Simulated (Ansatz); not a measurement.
Geometry optimisation, Ansatz, DFT PBE, scalar-relativistic, plane waves, PAW.

input.yaml

```yaml
crystal:
  lattice:
    - [-2.29, -3.966396, 0.0]
    - [3.435, -1.983198, 0.0]
    - [0.0, 0.0, 7.17686]
  atoms:
    - { symbol: Be, position: [0.75000007, 0.50000004, 0.0] }
    - { symbol: Be, position: [0.50000004, 0.33333336, 0.25] }
    - { symbol: Be, position: [0.75000007, 0.50000004, 0.5] }
    - { symbol: Be, position: [0.50000004, 0.33333336, 0.75] }
    - { symbol: Be, position: [0.50000003, 2.0e-08, 0.0] }
    - { symbol: Be, position: [0.25000004, 0.83333336, 0.25] }
    - { symbol: Be, position: [0.50000003, 2.0e-08, 0.5] }
    - { symbol: Be, position: [0.25000004, 0.83333336, 0.75] }
    - { symbol: Be, position: [0.25000003, 0.50000002, 0.0] }
    - { symbol: Be, position: [1.0e-08, 0.33333334, 0.25] }
    - { symbol: Be, position: [0.25000003, 0.50000002, 0.5] }
    - { symbol: Be, position: [1.0e-08, 0.33333334, 0.75] }
    - { symbol: Be, position: [0.0, 0.0, 0.0] }
    - { symbol: Be, position: [0.75000008, 0.83333338, 0.25] }
    - { symbol: Be, position: [0.0, 0.0, 0.5] }
    - { symbol: Be, position: [0.75000008, 0.83333338, 0.75] }
    - { symbol: Li, position: [0.26593787, 0.16494324, 0.88330567] }
basis:
  ecutwfc: 420.0
kpoints:
  mp_grid: { grid: [5, 5, 3] }
hamiltonian:
  xc: pbe
scf:
  occupations: { method: fermi_dirac, width: 0.15 }
  lower_state_search: "off"
relax:
  f_tol: 0.03
  max_steps: 60
  adjacent_minimum: "off"
```

Launched with:

```bash
$ ansatz run input.yaml --threads 1 --pin off --max-ram 3072MiB --backend cpu --events-out ev --progress --plain --runs-dir out
```

Question: Where does it end, and by what steps?

Answer: The forces met the threshold. Limits of this set-up: coarse k mesh. After 11 steps the energy has fallen by 4.699 eV; Be5 moved furthest, 1.13 Å.

| step | energy less start (eV) | largest force component (eV/Å) | accepted |
| --- | --- | --- | --- |
| 0 | 0.0000 | 4.414 | yes |
| 1 | -2.0075 | 2.875 | yes |
| 2 | -3.6871 | 0.601 | yes |
| 3 | -3.8415 | 0.567 | yes |
| 4 | -4.0063 | 0.278 | yes |
| 5 | -4.1549 | 0.446 | yes |
| 6 | -4.3150 | 0.663 | yes |
| 7 | -4.5436 | 0.210 | yes |
| 8 | -4.6544 | 0.165 | yes |
| 9 | -4.6929 | 0.070 | yes |
| 10 | -4.6981 | 0.045 | yes |
| 11 | -4.6989 | 0.021 | yes |

```xyz
17
Lattice="-2.2900 -3.9664 0.0000 3.4350 -1.9832 0.0000 0.0000 0.0000 7.1769" Properties=species:S:1:pos:R:3
Be -0.613 -3.738 -0.051
Be 0.247 -2.761 1.771
Be 0.153 -4.018 3.540
Be 0.248 -2.762 5.308
Be -2.236 -1.674 -0.047
Be 2.375 -2.643 1.775
Be -0.950 -2.009 3.540
Be 2.375 -2.643 5.302
Be 1.461 -1.777 -0.050
Be 1.176 -0.719 1.779
Be 1.290 -2.011 3.539
Be 1.175 -0.720 5.298
Be -0.123 0.240 -0.048
Be 1.409 -4.702 1.770
Be 0.122 -0.015 3.539
Be 1.410 -4.703 5.311
Li -0.403 -1.745 7.126
```

Time of the run: 2.5 min on 1 thread of Arm Neoverse V1, on a shared host, peak memory 0.41 GiB.
